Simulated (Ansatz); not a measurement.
Consider the redistribution: `C=CB[SiH2][SiH3]` + `Cl[SiH2][GeH3]` → `C=CBCl` + `[SiH3][SiH2][SiH2][GeH3]`.

Isolated molecules relaxed with PBE0-D4/def2-TZVP in Ansatz; ΔE leaves out vibrations. CBS: MP2 limit from def2 TZ/QZ plus the TZ coupled-cluster correction, frozen cores. Functionals use def2-TZVPP. For Ge outer-core shells are correlated without core-valence functions, which leaves a few kJ/mol of doubt a bond. Scalar relativity is left out up to krypton. One conformer a species, not always the lowest.

```json
{"level": "ωB97X-V", "ΔE (kJ/mol)": "-36.8", "difference from CCSD(T)/CBS": "-0.2"}
{"level": "ωB97M-V", "ΔE (kJ/mol)": "-35.2", "difference from CCSD(T)/CBS": "1.4"}
{"level": "PBE", "ΔE (kJ/mol)": "-40.6", "difference from CCSD(T)/CBS": "-4.0"}
{"level": "r2SCAN", "ΔE (kJ/mol)": "-38.3", "difference from CCSD(T)/CBS": "-1.7"}
{"level": "PBE0", "ΔE (kJ/mol)": "-39.6", "difference from CCSD(T)/CBS": "-3.0"}
{"level": "HF/def2-TZVPP", "ΔE (kJ/mol)": "-26.3", "difference from CCSD(T)/CBS": "10.3"}
{"level": "MP2/def2-TZVPP", "ΔE (kJ/mol)": "-39.6", "difference from CCSD(T)/CBS": "-3.0"}
{"level": "CCSD(T)/def2-TZVPP", "ΔE (kJ/mol)": "-40.3", "difference from CCSD(T)/CBS": "-3.7"}
{"level": "MP2/def2-QZVPP", "ΔE (kJ/mol)": "-37.0", "difference from CCSD(T)/CBS": "-0.4"}
{"level": "CCSD/CBS(def2)", "ΔE (kJ/mol)": "-34.1", "difference from CCSD(T)/CBS": "2.5"}
{"level": "CCSD(T)/CBS", "ΔE (kJ/mol)": "-36.6", "difference from CCSD(T)/CBS": "0"}
```

Largest T1 diagnostic among the species: 0.013.

In def2-TZVPP, CCSD(T) changes the Hartree–Fock value by −14.0 kJ/mol (the triples alone add −2.5 kJ/mol) and MP2 by −13.3 kJ/mol. The D4 term adds −4.4 kJ/mol with B3LYP and −2.6 kJ/mol with PBE0; it sums over pairs of atoms, weighted by their polarisabilities, and B3LYP, whose exchange is more repulsive, gets the larger term.

B3LYP here is the variant with VWN-RPA as its local correlation; programs differ in this.
